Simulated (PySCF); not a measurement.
Computed IR spectrum (relative IR intensity) of a molecule CH₄ClGeNSi. Geometry: B3LYP-D3(BJ)/def2-SVP. One conformer was computed; it need not be the lowest. All values below come from B3LYP-D3(BJ)/def2-SVP in PySCF 2.14.0. Frequencies are harmonic and unscaled.

Lines under 2 % of the strongest are left out, and lines within 2 cm⁻¹ are merged.

| ν (cm⁻¹) | relative intensity |
|---|---|
| 268 | 12 |
| 322 | 3.1 |
| 441 | 8.9 |
| 532 | 46 |
| 549 | 3.6 |
| 578 | 21 |
| 671 | 88 |
| 710 | 3.2 |
| 754 | 79 |
| 796 | 97 |
| 869 | 42 |
| 891 | 47 |
| 1270 | 25 |
| 1605 | 51 |
| 2086 | 100 |
| 2109 | 77 |
| 2235 | 89 |
| 3025 | 38 |

### Question
Pick the molecule that these values belong to.
A. Cl[Si@H]1N=[CH][GeH2]1
B. Cl[Si@H]1C=[N][GeH2]1
C. [Cl][Ge@H]1[N]=C[SiH2]1
D. [Cl][Ge@H]1[CH]=N[SiH2]1

### Answer
A, Cl[Si@H]1N=[CH][GeH2]1
